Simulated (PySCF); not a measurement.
## Excitation energy of Ru by level of theory

Ru [Kr] 4d7 5s1 (5F) → Ru [Kr] 4d6 5s2 (5D), as a difference of total energies. All numbers are calculated (PySCF 2.14, scalar relativity through the core potential, in aug-cc-pVDZ-PP with ECP28MDF (5s5p4d2f, 54 functions)). Correlated levels: valence: 4s2 4p6 frozen. The calculations carry no spin-orbit coupling.

```json
{"method": "UHF", "excitation energy (eV)": "0.669", "error (eV)": "-0.198"}
{"method": "MP2 (valence)", "excitation energy (eV)": "0.830", "error (eV)": "-0.037"}
{"method": "SCS-MP2 (valence)", "excitation energy (eV)": "0.775", "error (eV)": "-0.092"}
{"method": "CCSD (valence)", "excitation energy (eV)": "0.692", "error (eV)": "-0.175"}
{"method": "CCSD(T) (valence)", "excitation energy (eV)": "0.680", "error (eV)": "-0.187"}
```

Reference: 0.867 eV (measured; NIST levels, between the centres of gravity of the two terms).

Errors of the correlated levels include the incompleteness of this basis and the frozen core.
